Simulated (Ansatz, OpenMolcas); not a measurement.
# How methods differ on C2H6Cl2Si (dichlorodimethylsilane)

C2H6Cl2Si: 11 atoms, total charge 0, spin state singlet. SMILES: `C[Si](C)(Cl)Cl`. The coordinates come from a PBE0-D4/def2-TZVP relaxation.

Quantity: the HOMO–LUMO gap, in eV. The values are calculated.

| level | kind | program | value (eV) | CPU time |
| --- | --- | --- | --- | --- |
| HF/def2-SVP | Hartree–Fock | OpenMolcas | 16.09 | 17 s |
| SVWN5/def2-SVP | LDA | OpenMolcas | 7.44 | 47 s |
| BLYP/def2-SVP | GGA | OpenMolcas | 7.57 | 58 s |
| r2SCAN/def2-SVP | meta-GGA | Ansatz | 8.29 | 26 s |
| PBE0/def2-SVP | global hybrid | Ansatz | 9.95 | 17 s |
| CAM-B3LYP/def2-SVP | range-separated hybrid | Ansatz | 12.20 | 17 s |
| wB97X/def2-SVP | range-separated hybrid | Ansatz | 14.46 | 52 s |
| B2PLYP/def2-SVP | double hybrid | Ansatz | 12.16 | 24 s |

The values span 7.44 to 16.09 eV. Orbital gaps aren't excitation energies, and those of double hybrids come from the SCF part alone; they tend to grow with the share of exact exchange. Times are those of the runs behind each value, whatever else they computed, on shared processors of several kinds: orders of magnitude only.
